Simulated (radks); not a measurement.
Values are calculated unless marked as measured or tabulated.
Task: Ionisation of neutral carbon, [He] 2s2 2p2, to [He] 2s2 2p1 as the strength of local exchange is varied. Level of theory: scalar-relativistic Kohn-Sham, Slater X-alpha exchange (alpha = 2/3 is LDA exchange), no correlation, spin-polarised, spherical densities, point nucleus; open shells are filled with parallel spins first (a radial shooting solver on a logarithmic mesh with Libxc functionals).

| alpha | E(C) (hartree) | exchange (hartree) | IE (eV) | -e of the level emptied (eV) | <r> of it (bohr) |
|---|---|---|---|---|---|
| 0.667 | -37.13027 | -4.41632 | 10.776 | 5.333 (2p) | 1.767 |
| 0.809 | -38.08021 | -5.46699 | 12.701 | 7.004 (2p) | 1.659 |
| 0.846 | -38.33091 | -5.74695 | 13.227 | 7.469 (2p) | 1.634 |
| 0.891 | -38.63757 | -6.09088 | 13.879 | 8.050 (2p) | 1.604 |
| 0.932 | -38.91866 | -6.40752 | 14.486 | 8.595 (2p) | 1.579 |
| 0.972 | -39.19443 | -6.71944 | 15.089 | 9.141 (2p) | 1.555 |
| 1.039 | -39.65974 | -7.24855 | 16.125 | 10.084 (2p) | 1.517 |
| ? | -37.03105 | -4.30754 | 10.581 | 5.168 (2p) | 1.780 |

Which alpha was used in the last row?

Result: alpha = 0.652. NIST Atomic Spectra Database: 11.260 eV (measured). The Delta-SCF value meets it near alpha = 0.70. Open shells are spherical and high-spin; term and fine-structure splittings are not resolved.
